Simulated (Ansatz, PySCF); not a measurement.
System: sum formula SiN2H3Br2, charge 0, multiplicity 2. It need not be the lowest isomer of its formula. 
Coordinates optimised at B3LYP-D3(BJ)/def2-TZVP (Ansatz, a program for electronic structure):
```
Si
N 1 1.6864
H 2 1.0063 1 122.37
H 2 1.0081 3 113.35 1 -158.18
N 1 1.7232 2 108.32 3 163.86
H 5 1.0209 1 115.58 2 -158.25
Br 1 2.2284 2 107.16 3 37.03
Br 1 2.2458 2 115.77 3 -83.11
```
Charge 0, spin multiplicity 2.

Dipole moments at this geometry, in debye (magnitudes).

```csv
level,program,dipole (D)
BLYP/def2-TZVPD,Ansatz,1.37
r2SCAN/def2-TZVPD,Ansatz,1.38
B3LYP/def2-TZVPD,Ansatz,1.32
PBE0/def2-TZVPD,PySCF,?
TPSSh/def2-TZVPD,PySCF,1.37
r2SCAN0/def2-TZVPD,Ansatz,1.37
M06-2X/def2-TZVPD,PySCF,1.34
HSE06/def2-TZVPD,Ansatz,1.35
LC-wPBE/def2-TZVPD,Ansatz,1.36
CCSD(T)/def2-SVPD,Ansatz,?
```

Problem. Fill in the missing entries.

Solution. 
- PBE0/def2-TZVPD, dipole (D): 1.34
- CCSD(T)/def2-SVPD, dipole (D): 1.32
